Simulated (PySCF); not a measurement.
Isomers of C5H8Si, mass 96.040 u with the commonest isotopes. Method: PBE0-D3(BJ)/def2-SVP geometry optimisation, gas phase in PySCF. One conformer each, none proved a minimum here; rigid rotors.

Problem. Order these by out-of-plane moment Σ m c² = (Ia + Ib − Ic)/2, smallest first.
A. `[CH2:1]=[C:2]=[C:3]=[CH:4][CH2:5][SiH3:6]` with C3–C4–C5–Si6 102°
B. `[CH:1]#[C:2][CH2:3][C@@H:4]1[CH2:5][SiH2:6]1` with C2–C3–C4–C5 164°
C. `CC1=CC=C[SiH2]1`

Solution. C (4.52 u·Å²), B (13.65 u·Å²), A (15.29 u·Å²).

Problem. Order these by rotational constant C, largest first.
A. `[CH2:1]=[C:2]=[C:3]=[CH:4][CH2:5][SiH3:6]` with C3–C4–C5–Si6 102°
B. `[CH:1]#[C:2][CH2:3][C@@H:4]1[CH2:5][SiH2:6]1` with C2–C3–C4–C5 164°
C. `CC1=CC=C[SiH2]1`

Solution. C (1809 MHz), B (1374 MHz), A (978.2 MHz).

Problem. Order these by rotational constant A, smallest first.
A. `C1([SiH2]C=CC=1)C`
B. `[CH2:1]=[C:2]=[C:3]=[CH:4][CH2:5][SiH3:6]` with C3–C4–C5–Si6 102°
C. `[CH:1]#[C:2][CH2:3][C@@H:4]1[CH2:5][SiH2:6]1` with C2–C3–C4–C5 164°

Solution. A (4804 MHz), C (6403 MHz), B (8738 MHz).

```json
{"SMILES": "C=C=C=CC[SiH3]", "point group": "C1", "Ia (u·Å²)": "57.84", "Ib (u·Å²)": "489.40", "Ic (u·Å²)": "516.65", "κ": "-0.99", "μa (D)": "0.37", "μb (D)": "0.39", "μc (D)": "0.34"}
{"SMILES": "C#CC[C@@H]1C[SiH2]1", "point group": "C1", "Ia (u·Å²)": "78.92", "Ib (u·Å²)": "316.28", "Ic (u·Å²)": "367.91", "κ": "-0.91", "μa (D)": "0.62", "μb (D)": "0.28", "μc (D)": "0.01"}
{"SMILES": "CC1=CC=C[SiH2]1", "point group": "near Cs", "Ia (u·Å²)": "105.21", "Ib (u·Å²)": "183.21", "Ic (u·Å²)": "279.37", "κ": "-0.37", "μa (D)": "0.43", "μb (D)": "0.42", "μc (D)": "0.02"}
```
